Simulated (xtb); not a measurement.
CH5ClGeO, SMILES C[O][GeH2][Cl]. All values are semi-empirical tight-binding results from xtb (GFN2-xTB unless named), good for trends rather than for accurate numbers. Geometry: GFN2-xTB. The structure was generated by enumeration, and PubChem lists no compound with its InChIKey, so it may never have been made. Other conformers were not sampled.

For metal compounds this method's bond lengths and energies can be far off.

The orbital gap is 7.53 eV and the zero-point energy comes out as 34.8 kcal/mol. The G − E(el) at 298.15 K (modified RRHO) is 14.9 kcal/mol.
